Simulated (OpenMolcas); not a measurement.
A run on Ni2+ among 6 point charges of -2 e arranged as a trigonal prism (D3h), 1.81 Å from the ion, with a polar angle of 57.0° against the regular 49.1°.

```
Program             : OpenMolcas 26.06
Method              : SS-CASPT2, IPEA 0.25 Eh, imaginary shift 0.1 Eh (closed shells correlated: 3s 3p)
Basis               : ANO-RCC-VDZP [5s4p2d1f]
Scalar Hamiltonian  : DKH2, point nucleus
Active space        : 8 electrons in 5 orbitals (3d)
State averaging     : 2S+1 = 3 even, 10 roots; 2S+1 = 1 even, 15 roots
Spin-orbit coupling : RASSI with atomic mean-field integrals over the reference wave functions
```

First CASPT2 step and the start of its output:

```
&CASPT2
Multistate=10 1 2 3 4 5 6 7 8 9 10
NoMult
Frozen=5
IPEA=0.25
Imaginary=0.1
MaxIter=60
WThr=0.0 0.3 0.05
PrWF=0.5
NoMix
```

```
--- CASPT2 ---
Orbital specifications:
      -----------------------

      Symmetry species                           1
                                                 a
      Frozen orbitals                            5
      Inactive orbitals                          4
      Active orbitals                            5
      Secondary orbitals                        20
      Deleted orbitals                           0
      Number of basis functions                 34
Type of calculation                        SS-CASPT2
      Fock operator                              state-specific
      IPEA shift                                 0.25
      Real shift                                 0.00
      Imaginary shift                            0.10
      The input orbitals will be transformed to quasi-canonical
Reference energy:       -1525.8041567149
      E2 (Non-variational):      -0.3400737654
      Shift correction:          -0.0001067586
      E2 (Variational):          -0.3401805239
      Total energy:           -1526.1443372388
      Residual norm:              0.0000002280
      Reference weight:           0.95387
      Contributions to the CASPT2 correlation energy
      Active & Virtual Only:         -0.1201937946
      One Inactive Excited:          -0.1509637161
      Two Inactive Excited:          -0.0689162547
Reference energy:       -1525.7736809767
      E2 (Non-variational):      -0.3486321692
      Shift correction:          -0.0001250555
      E2 (Variational):          -0.3487572248
      Total energy:           -1526.1224382014
      Residual norm:              0.0000002841
      Reference weight:           0.95087
      Contributions to the CASPT2 correlation energy
      Active & Virtual Only:         -0.1271771645
...
```

Over all roots the printed reference weights run from 0.53 to 0.95, and roots that are degenerate in the reference spread by up to 70 cm-1.

Task: Did the run give usable levels, and if not, why?

Result: No. The equations converged, but the reference weight falls to 0.53 for at least one root against 0.95 for the best. A drop of that size marks an intruder state, so the energies of such roots and the levels built on them can't be trusted.
